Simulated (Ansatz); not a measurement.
`BN(CC)C(C)(C)C`, relaxed with RKS PBE-D4/def2-SVP in Ansatz 0.2.0 from a rough embedded geometry. The force threshold is 0.03 eV/Å; the program also tests the step.

Total charge 0; spin multiplicity 1.

Start:

```xyz
24

B    -1.090    1.617    0.585
N    -0.322    0.242    0.555
C    -1.313   -0.817    0.418
C    -2.009   -1.203    1.684
C     0.817    0.198   -0.449
C     0.315    0.188   -1.897
C     1.645   -1.104   -0.220
C     1.771    1.360   -0.261
H    -1.695    1.983   -0.262
H    -0.999    2.236    1.632
H    -2.133   -0.564   -0.325
H    -0.903   -1.802    0.036
H    -2.644   -2.008    1.660
H    -2.566   -0.290    2.151
H    -1.224   -1.420    2.487
H    -0.324   -0.723   -2.106
H     1.177    0.154   -2.607
H    -0.286    1.101   -2.090
H     1.859   -1.209    0.881
H     2.640   -1.032   -0.698
H     1.183   -1.994   -0.560
H     2.666    1.313   -0.899
H     1.331    2.330   -0.546
H     2.103    1.447    0.832
```

**Question.** By how much does the energy fall, and how many steps does the optimiser take? (Estimate.)

**Answer.** The calculation gave: 53.64 kcal/mol, in 17 steps, 2 of them rejected.

**Question.** Which bonds change most? (An estimate is asked.)

**Answer.** Ansatz gave: B1–N2 from 1.575 to 1.403 Å; B1–H9 from 1.103 to 1.219 Å; C4–H13 from 1.026 to 1.110 Å; C4–H14 from 1.167 to 1.109 Å.

**Question.** Give the relaxed structure. (Best estimate.)

**Answer.** Ansatz gave: 
```xyz
24

B    -1.036    1.677    0.747
N    -0.602    0.472    0.175
C    -1.543   -0.669    0.172
C    -1.671   -1.362    1.529
C     0.726    0.233   -0.471
C     0.524    0.048   -1.991
C     1.397   -1.023    0.126
C     1.671    1.423   -0.252
H    -2.176    1.714    1.180
H    -0.332    2.660    0.811
H    -2.538   -0.300   -0.147
H    -1.232   -1.404   -0.598
H    -2.401   -2.196    1.473
H    -2.028   -0.645    2.296
H    -0.704   -1.776    1.875
H    -0.125   -0.819   -2.226
H     1.498   -0.123   -2.493
H     0.060    0.954   -2.431
H     1.559   -0.900    1.216
H     2.383   -1.185   -0.351
H     0.799   -1.941   -0.036
H     2.651    1.193   -0.717
H     1.283    2.351   -0.712
H     1.836    1.618    0.826
```
